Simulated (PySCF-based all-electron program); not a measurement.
**Distorting CH₃CdCl, singlet**

Calculated with an in-house all-electron program built on PySCF, in large uncontracted Gaussian sets near the basis limit; Koelling–Harmon scalar relativity or the spin-free Dirac equation, no spin–orbit coupling, spin-restricted. Forces are good to about 0.020 eV/Å. Atoms are numbered as listed.

Shape A (Koelling–Harmon scalar relativity):

```json
{"atom": "Cd", "x (Å)": "0.0000", "y (Å)": "0.0000", "z (Å)": "0.0000"}
{"atom": "C", "x (Å)": "0.0000", "y (Å)": "0.0000", "z (Å)": "2.1064"}
{"atom": "Cl", "x (Å)": "0.0000", "y (Å)": "0.0000", "z (Å)": "-2.3027"}
{"atom": "H", "x (Å)": "1.0342", "y (Å)": "0.0000", "z (Å)": "2.4690"}
{"atom": "H", "x (Å)": "-0.5171", "y (Å)": "0.8957", "z (Å)": "2.4689"}
{"atom": "H", "x (Å)": "-0.5171", "y (Å)": "-0.8957", "z (Å)": "2.4689"}
```

PBE forces:

```
atom      Fx      Fy  Fz (eV/Å)
 Cd1   0.000   0.000      0.018
  C2   0.000   0.000     -0.004
 Cl3   0.000   0.000     -0.012
  H4  -0.022   0.000     -0.001
  H5   0.011  -0.019     -0.001
  H6   0.011   0.019     -0.001
```

Problem. What forces does r2SCAN give in shape A (with the spin-free Dirac equation, against Koelling–Harmon scalar relativity)?

Solution. The forces move by 0.184 eV/Å (r.m.s. over the atoms) from PBE.

| atom | Fx | Fy | Fz (eV/Å) |
| --- | --- | --- | --- |
| Cd1 | 0.000 | 0.000 | -0.002 |
| C2 | 0.000 | 0.000 | 0.054 |
| Cl3 | 0.000 | 0.000 | 0.147 |
| H4 | -0.254 | 0.000 | -0.066 |
| H5 | 0.127 | -0.220 | -0.066 |
| H6 | 0.127 | 0.220 | -0.066 |

Shape B (Koelling–Harmon scalar relativity):

```
atom    x (Å)    y (Å)    z (Å)
  Cd   0.0000   0.0000   0.0000
   C   0.0000   0.0000   2.3171
  Cl   0.0000   0.0000  -2.3027
   H   1.0342   0.0000   2.6796
   H  -0.5171   0.8957   2.6796
   H  -0.5171  -0.8957   2.6796
```

Against shape A, Cd1–C2 goes from 2.106 to 2.317 Å.

Problem. What forces does PBE give in shape B?

Solution. 

```json
{"atom": "Cd1", "Fx": "0.000", "Fy": "0.000", "Fz (eV/Å)": "1.735"}
{"atom": "C2", "Fx": "0.000", "Fy": "0.000", "Fz (eV/Å)": "-1.158"}
{"atom": "Cl3", "Fx": "0.000", "Fy": "0.000", "Fz (eV/Å)": "-0.062"}
{"atom": "H4", "Fx": "0.011", "Fy": "0.000", "Fz (eV/Å)": "-0.172"}
{"atom": "H5", "Fx": "-0.005", "Fy": "0.009", "Fz (eV/Å)": "-0.172"}
{"atom": "H6", "Fx": "-0.005", "Fy": "-0.009", "Fz (eV/Å)": "-0.172"}
```

Problem. What forces does r2SCAN give in shape B (with the spin-free Dirac equation, against Koelling–Harmon scalar relativity)?

Solution. The forces move by 0.185 eV/Å (r.m.s. over the atoms) from PBE.

```json
{"atom": "Cd1", "Fx": "0.000", "Fy": "0.000", "Fz (eV/Å)": "1.742"}
{"atom": "C2", "Fx": "0.000", "Fy": "0.000", "Fz (eV/Å)": "-1.126"}
{"atom": "Cl3", "Fx": "0.000", "Fy": "0.000", "Fz (eV/Å)": "0.100"}
{"atom": "H4", "Fx": "-0.224", "Fy": "0.000", "Fz (eV/Å)": "-0.239"}
{"atom": "H5", "Fx": "0.112", "Fy": "-0.194", "Fz (eV/Å)": "-0.239"}
{"atom": "H6", "Fx": "0.112", "Fy": "0.194", "Fz (eV/Å)": "-0.239"}
```

Shape C (Koelling–Harmon scalar relativity):

```xyz
6

Cd    0.0000    0.0000    0.0000
C     0.0000    0.0000    1.8958
Cl    0.0000    0.0000   -2.3027
H     1.0342    0.0000    2.2583
H    -0.5171    0.8957    2.2583
H    -0.5171   -0.8957    2.2583
```

Against shape A, Cd1–C2 goes from 2.106 to 1.896 Å.

PBE forces:

| atom | Fx | Fy | Fz (eV/Å) |
| --- | --- | --- | --- |
| Cd1 | 0.000 | 0.000 | -4.128 |
| C2 | 0.000 | 0.000 | 3.485 |
| Cl3 | 0.000 | 0.000 | -0.004 |
| H4 | -0.050 | 0.000 | 0.216 |
| H5 | 0.025 | -0.043 | 0.216 |
| H6 | 0.025 | 0.043 | 0.216 |

Problem. What forces does r2SCAN give in shape C (with the spin-free Dirac equation, against Koelling–Harmon scalar relativity)?

Solution. The forces move by 0.193 eV/Å (r.m.s. over the atoms) from PBE.

| atom | Fx | Fy | Fz (eV/Å) |
| --- | --- | --- | --- |
| Cd1 | 0.000 | 0.000 | -4.217 |
| C2 | 0.000 | 0.000 | 3.615 |
| Cl3 | 0.000 | 0.000 | 0.153 |
| H4 | -0.281 | 0.000 | 0.150 |
| H5 | 0.141 | -0.244 | 0.150 |
| H6 | 0.141 | 0.244 | 0.150 |
